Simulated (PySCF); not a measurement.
## Working out the ionisation energy of O⁺

O⁺ [He] 2s2 2p3 (4S) → O²⁺ [He] 2s2 2p2 (3P). Computed with PySCF 2.14 in x2c-QZVPPall with one added diffuse shell each of s, p, d, f type (8s5p4d3f1g, 73 functions), with scalar relativity by spin-free X2C-1e. Frozen: 1s2. Energies in hartree (1 hartree = 27.21139 eV):

```
            part  O⁺ (lower)  O²⁺ (upper)
             UHF  -74.429557   -73.159151
CCSD correlation   -0.119993    -0.102005
             (T)   -0.001937    -0.001505
```

**Question.** What does Hartree-Fock give?

**Answer.** (-73.159151) − (-74.429557) = 1.270406 hartree = 34.570 eV.

**Question.** What do CCSD and CCSD(T) give?

**Answer.** The CCSD correlation energies differ by 0.017988 hartree = 0.489 eV and the triples by 0.000432 hartree = 0.012 eV, so CCSD gives 35.059 eV and CCSD(T) 35.071 eV.

A first-order spin-orbit estimate adds -0.028 eV to CCSD(T) (valence), giving 35.043 eV against 35.121 eV (measured; NIST Atomic Spectra Database, ionization energies).

What remains against the reference includes basis incompleteness, the frozen core and higher excitations.
